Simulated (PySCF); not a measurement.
Geometry (Å), atoms numbered from 1 in this order:
```xyz
12

B     0.5529    1.0344    0.9719
C     0.5739   -0.2243    0.0714
C     1.7630   -0.8534   -0.0994
O    -0.4997   -0.7651   -0.5558
C    -1.7432   -0.1347   -0.4278
H    -0.4487    1.6594    1.2222
H     1.6031    1.3940    1.4443
H     2.6590   -0.4620    0.3807
H     1.8443   -1.7566   -0.7139
H    -2.4520   -0.7113   -1.0377
H    -2.1006   -0.1246    0.6170
H    -1.7231    0.9059   -0.7962
```

Geometry: PBE0-D3(BJ)/def2-SVP; GIAO shifts from PySCF, gas phase, non-relativistic, averaged over equivalent atoms.

At PBE0/6-31G* (84 basis functions, 6.4 s wall time on 1 thread of an Arm Neoverse V1, shared host):
```csv
atoms,δ (ppm)
B1,64.5
C2,163.3
C3,131.6
C5,55.7
O4,79.4
H6/H7,6.88
H9,5.93
H8,5.70
H10/H11/H12,3.69
```

Referencing at the same level of theory: $^{11}$B (σ = 112.25 ppm) against BF3·OEt2; TMS for $^{13}$C (σ = 194.14 ppm) and $^{1}$H (σ = 31.96 ppm); H2O for $^{17}$O (σ = 324.18 ppm).

**Question.** What do these become at KT3/pcSseg-2?

**Answer.** 
```csv
atoms,δ at KT3/pcSseg-2,change
B1,61.6,-2.9
C2,174.8,+11.5
C3,130.7,-0.9
C5,60.2,+4.5
O4,117.2,+37.8
H6/H7,6.29,-0.59
H9,6.01,+0.08
H8,5.59,-0.11
H10/H11/H12,3.74,+0.05
```

Referencing at the same level of theory: $^{11}$B (σref 98.64) against BF3·OEt2; $^{13}$C (σref 181.31), $^{1}$H (σref 31.35) vs TMS; $^{17}$O (σref 323.80) against H2O.

The largest change is at O4 (ether oxygen). Cost: 278 basis functions, 43 s wall time on 1 thread of an Arm Neoverse V1, shared host. The order of the carbon signals is the same at both levels.

A carbon bonded to boron is broadened by the quadrupolar boron nucleus and is often missing from a measured spectrum. Experimental scales use liquid or dissolved standards, which lie at an offset from isolated H2O (liquid H2O: subtract about 36 ppm).
